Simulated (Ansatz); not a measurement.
Two members of one family (Series ZrF3X), computed with Ansatz in the gas phase; def2 core potentials for Zr, no spin–orbit coupling. The two geometries come from different levels. Binding counts from free atoms in the multiplicity of their measured ground term, without zero-point energy. A dash marks a value that wasn't run or was left out as unsound. The structures are stationary points that may keep the symmetry of their start.

First: ZrClF3 (singlet, charge 0, PBE-D4/def2-SVP geometry).

Cartesian coordinates in Å:
```
Zr -0.001 -0.060 0.056
Cl 0.023 1.663 -1.548
F -1.152 0.410 1.496
F 1.755 -0.341 0.732
F -0.626 -1.673 -0.736
```

```json
{"level": "LDA (SPW92)/def2-TZVP", "HOMO (eV)": "-8.76", "LUMO (eV)": "-3.06", "gap (eV)": "5.70", "binding per atom (eV)": "5.85"}
{"level": "PBE-D4/def2-SVP", "HOMO (eV)": "-8.40", "LUMO (eV)": "-2.59", "gap (eV)": "5.80", "binding per atom (eV)": "–"}
{"level": "r2SCANh-D4/def2-TZVP", "HOMO (eV)": "-9.49", "LUMO (eV)": "-2.32", "gap (eV)": "7.17", "binding per atom (eV)": "–"}
{"level": "PBE0-D4/def2-SVP", "HOMO (eV)": "-9.94", "LUMO (eV)": "-1.85", "gap (eV)": "8.09", "binding per atom (eV)": "5.12"}
{"level": "PBE0-D4/def2-TZVP", "HOMO (eV)": "-10.03", "LUMO (eV)": "-1.95", "gap (eV)": "8.08", "binding per atom (eV)": "5.01"}
```

Metal–donor distances: 1 × Cl 2.35 Å, 3 × F 1.90 Å.

Second: ZrHF3 (singlet, charge 0, PBE0-D4/def2-TZVP geometry).

```xyz
5

Zr    0.030   -0.002   -0.027
H    -1.338    0.065    1.210
F     1.638   -0.209    0.944
F    -0.014    1.629   -0.980
F    -0.315   -1.483   -1.147
```

What does the change do? Estimate second minus first.


```tsv
level	Δ HOMO (eV)	Δ LUMO (eV)	Δ gap (eV)	Δ binding per atom (eV)
LDA (SPW92)/def2-TZVP	1.01	0.04	-0.97	-0.44
PBE-D4/def2-SVP	0.88	0.04	-0.84	–
r2SCANh-D4/def2-TZVP	0.97	0.15	-0.83	–
PBE0-D4/def2-SVP	0.95	0.16	-0.79	-0.40
PBE0-D4/def2-TZVP	0.97	0.16	-0.81	-0.38
```

Metal–donor distances: 1 × H 1.85 Å, 3 × F 1.89 Å.
